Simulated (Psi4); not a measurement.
CS, charge +1, doublet (typed; the unrestricted solution is spin-contaminated), geometry from GFN2-xTB (a state made from the parent by changing its charge; the spin is typed, not shown lowest); PBE0-DH/cc-pVDZ in Psi4.

The Psi4 input:
```
memory 2 GB

molecule mol {
1 2
  C    -0.000000   -0.000000   -1.079034
  S     0.000000    0.000000    0.404638
}

set basis cc-pvdz
set reference uks

energy('pbe0-dh')
print_variables()
```

It wrote (shortened):

```
   => Loading Basis Set <=

    Name: CC-PVDZ
    Role: ORBITAL
    Keyword: BASIS

         ---------------------------------------------------------
                                   SCF
               by Justin Turney, Rob Parrish, Andy Simmonett
                          and Daniel G. A. Smith
                              UKS Reference
         ---------------------------------------------------------

  ==> Geometry <==

    Molecular point group: c2v
    Full point group: C_inf_v

    Geometry (in Angstrom), charge = 1, multiplicity = 2:

       Center              X                  Y                   Z               Mass
    ------------   -----------------  -----------------  -----------------  -----------------
         C            0.000000000000     0.000000000000    -1.078777176434    12.000000000000
         S            0.000000000000     0.000000000000     0.404894823566    31.972071174400

  Running in c2v symmetry.

  Rotational constants: A = ************  B =      0.87770  C =      0.87770 [cm^-1]
  Rotational constants: A = ************  B =  26312.75385  C =  26312.75385 [MHz]
  Nuclear repulsion =   34.240055904755231

  Charge       = 1
  Multiplicity = 2
  Electrons    = 21
  Nalpha       = 11
  Nbeta        = 10

  ==> Algorithm <==

  SCF Algorithm Type is DF.
  DIIS enabled.
  MOM disabled.
  Fractional occupation disabled.
  Guess Type is SAD.
  Energy threshold   = 1.00e-06
  Density threshold  = 1.00e-06
  Integral threshold = 1.00e-12

  ==> Primary Basis <==

  Basis Set: CC-PVDZ
    Blend: CC-PVDZ
    Number of shells: 14
    Number of basis functions: 32
    Number of Cartesian functions: 34
    Spherical Harmonics?: true
    Max angular momentum: 2

  ==> DFT Potential <==

   => LibXC <=

    Version 7.1.2
    S. Lehtola, C. Steigemann, M. J. T. Oliveira, and M. A. L. Marques,  SoftwareX 7, 1–5 (2018) (10.1016/j.softx.2017.11.002)

   => Composite Functional: PBE0-DH <=

    PBE0-DH Double Hybrid Exchange-Correlation Functional

    E. Bremond, C. Adamo, J. Chem. Phys., 135, 024106, 2011

    Deriv               =              1
    GGA                 =           TRUE
    Meta                =          FALSE

    Exchange Hybrid     =           TRUE
    MP2 Hybrid          =           TRUE

   => Exchange Functionals <=

    0.5000     XC_GGA_X_PBE

   => Exact (HF) Exchange <=

    0.5000               HF

   => Correlation Functionals <=

    0.8750     XC_GGA_C_PBE

   => MP2 Correlation <=

    0.1250       MP2

   => LibXC Density Thresholds  <==

    XC_GGA_C_PBE:  1.00E-12
    XC_GGA_X_PBE:  1.00E-15

   => Molecular Quadrature <=

    Radial Scheme          =       TREUTLER
    Pruning Scheme         =           NONE
    Nuclear Scheme         =       TREUTLER

    Blocking Scheme        =         OCTREE
    BS radius alpha        =              1
    Pruning alpha          =              1
    Radial Points          =             75
    Spherical Points       =            302
    Total Points           =          41339
    Total Blocks           =            368
    Max Points             =            256
    Max Functions          =             32
    Weights Tolerance      =       1.00E-15

   => Loading Basis Set <=

    Name: (CC-PVDZ AUX)
    Role: JKFIT
    Keyword: DF_BASIS_SCF

  ==> Integral Setup <==

  SCF_SUBTYPE=INCORE selected. In-core MEM_DF algorithm will be used.
  Using in-core AOs.

  ==> MemDFJK: Density-Fitted J/K Matrices <==

    J tasked:                   Yes
    K tasked:                   Yes
    wK tasked:                   No
    Algorithm:                 Core
    Schwarz Cutoff:           1E-12
    Mask sparsity (%):       0.0000
    Fitting Condition:        1E-10

   => Auxiliary Basis Set <=

  Basis Set: (CC-PVDZ AUX)
    Blend: CC-PVDZ-JKFIT
    Number of shells: 60
    Number of basis functions: 182
    Number of Cartesian functions: 211
    Spherical Harmonics?: true
    Max angular momentum: 3

  Minimum eigenvalue in the overlap matrix is 8.8487710353E-03.
  Reciprocal condition number of the overlap matrix is 2.8897844267E-03.
    Using symmetric orthogonalization.

  ==> Pre-Iterations <==

  SCF Guess: Superposition of Atomic Densities via on-the-fly atomic UHF (no occupation information).

   -------------------------
    Irrep   Nso     Nmo
   -------------------------
     A1        16      16
     A2         2       2
     B1         7       7
     B2         7       7
   -------------------------
    Total      32      32
   -------------------------

  ==> Iterations <==

                           Total Energy        Delta E     RMS |[F,P]|

   @DF-UKS iter SAD:  -435.58383715058852   -4.35584e+02   0.00000e+00
   @DF-UKS iter   1:  -435.52224956054647    6.15876e-02   6.96598e-03 ADIIS/DIIS
   @DF-UKS iter   2:  -435.53772414530653   -1.54746e-02   3.33926e-03 ADIIS/DIIS
   @DF-UKS iter   3:  -435.53740888849956    3.15257e-04   4.12379e-03 ADIIS/DIIS
   @DF-UKS iter   4:  -435.54138887580285   -3.97999e-03   7.70813e-04 ADIIS/DIIS
   @DF-UKS iter   5:  -435.54210883386571   -7.19958e-04   5.40868e-04 ADIIS/DIIS
   @DF-UKS iter   6:  -435.54299149415755   -8.82660e-04   3.87848e-04 ADIIS/DIIS
   @DF-UKS iter   7:  -435.54375099942177   -7.59505e-04   1.46590e-04 ADIIS/DIIS
   @DF-UKS iter   8:  -435.54375919554644   -8.19612e-06   7.74215e-05 DIIS
   @DF-UKS iter   9:  -435.54376261755277   -3.42201e-06   2.09405e-05 DIIS
   @DF-UKS iter  10:  -435.54376285133475   -2.33782e-07   2.88987e-06 DIIS
   @DF-UKS iter  11:  -435.54376285718138   -5.84663e-09   2.55132e-07 DIIS
  Energy and wave function converged.

  ==> Post-Iterations <==

   Electrons on quadrature grid:
      Nalpha   =   11.0000004594 ; deviation = 4.594e-07
      Nbeta    =   10.0000004915 ; deviation = 4.915e-07
      Ntotal   =   21.0000009509 ; deviation = 9.509e-07

   @Spin Contamination Metric:   1.402581478E-01
   @S^2 Expected:                7.500000000E-01
   @S^2 Observed:                8.902581478E-01
   @S   Expected:                5.000000000E-01
   @S   Observed:                5.000000000E-01

    Orbital Energies [Eh]
    ---------------------

    Alpha Occupied:

[...]
    Alpha Virtual:

[...]
    Beta Occupied:

[...]
       2B1    -0.724111

    Beta Virtual:

[...]
      16A1     1.661759

    Final Occupation by Irrep:
             A1    A2    B1    B2
    DOCC [     6,    0,    2,    2 ]
    SOCC [     1,    0,    0,    0 ]
    NA   [     7,    0,    2,    2 ]
    NB   [     6,    0,    2,    2 ]

  @DF-UKS Final Energy:  -435.54376285718138

   => Energetics <=

    Nuclear Repulsion Energy =             34.2400559047552306
    One-Electron Energy =                -660.5951801563144272
    Two-Electron Energy =                 206.3339746069991065
    DFT Exchange-Correlation Energy =     -15.5226132126212679
    Empirical Dispersion Energy =           0.0000000000000000
    VV10 Nonlocal Energy =                  0.0000000000000000
    Total Energy =                       -435.5437628571813775

  UHF NO Occupations:
  HONO-2 :    2 B1 1.9649578
  HONO-1 :    2 B2 1.9649578
  HONO-0 :    7 A1 1.0000000
  LUNO+0 :    3 B2 0.0350422
  LUNO+1 :    3 B1 0.0350422
  LUNO+2 :    8 A1 0.0011020
  LUNO+3 :    9 A1 0.0001712

Computation Completed

Properties will be evaluated at   0.000000,   0.000000,   0.000000 [a0]

Properties computed using the SCF density matrix

 Multipole Moments:

 ------------------------------------------------------------------------------------
     Multipole            Electronic (a.u.)      Nuclear  (a.u.)        Total (a.u.)
 ------------------------------------------------------------------------------------

 L = 1.  Multiply by 2.5417464519 to convert [e a0] to [Debye]
 Dipole X            :          0.0000000            0.0000000            0.0000000
 Dipole Y            :          0.0000000            0.0000000            0.0000000
 Dipole Z            :         -0.3137011            0.0106847           -0.3030163
 Magnitude           :                                                    0.3030163

 ------------------------------------------------------------------------------------

   => Loading Basis Set <=

    Name: (CC-PVDZ AUX)
    Role: RIFIT
    Keyword: DF_BASIS_MP2

	 --------------------------------------------------------
	                          DF-MP2
	      2nd-Order Density-Fitted Moller-Plesset Theory

	        Rob Parrish, Justin Turney, Andy Simmonett,
	           Ed Hohenstein, and C. David Sherrill
	 --------------------------------------------------------

	 --------------------------------------------------------
	                 NBF =    32, NAUX =   132
	 --------------------------------------------------------
	   CLASS    FOCC     OCC    AOCC    AVIR     VIR    FVIR
	   ALPHA       0      11      11      21      21       0
	    BETA       0      10      10      22      22       0
	 --------------------------------------------------------

	-----------------------------------------------------------
	 ==================> DF-MP2 Energies <====================
	-----------------------------------------------------------
	 Reference Energy          =    -435.5437628571813775 [Eh]
	 Singles Energy            =      -0.0000000000000000 [Eh]
	 Same-Spin Energy          =      -0.0832899395818813 [Eh]
	 Opposite-Spin Energy      =      -0.2168608267271347 [Eh]
	 Correlation Energy        =      -0.3001507663090159 [Eh]
	 Total Energy              =    -435.8439136234903799 [Eh]
	-----------------------------------------------------------
	 ================> DF-SCS-MP2 Energies <==================
	-----------------------------------------------------------
	 SCS Same-Spin Scale       =       0.3333333333333333 [-]
	 SCS Opposite-Spin Scale   =       1.2000000000000000 [-]
	 SCS Same-Spin Energy      =      -0.0277633131939604 [Eh]
	 SCS Opposite-Spin Energy  =      -0.2602329920725616 [Eh]
	 SCS Correlation Energy    =      -0.2879963052665220 [Eh]
	 SCS Total Energy          =    -435.8317591624478951 [Eh]
	-----------------------------------------------------------

    PBE0-DH Energy Summary
    ----------------------
    DFT Reference Energy                  =  -435.5437628571813775
    Scaled MP2 Correlation                =    -0.0375188457886270
    @Final double-hybrid DFT total energy =  -435.5812817029699886

  Variable Map:
  ----------------------------------------------------------------------------
[...]
  Array Variable Map:
  ----------------------------------------------------------------------------
[...]
[...]
```
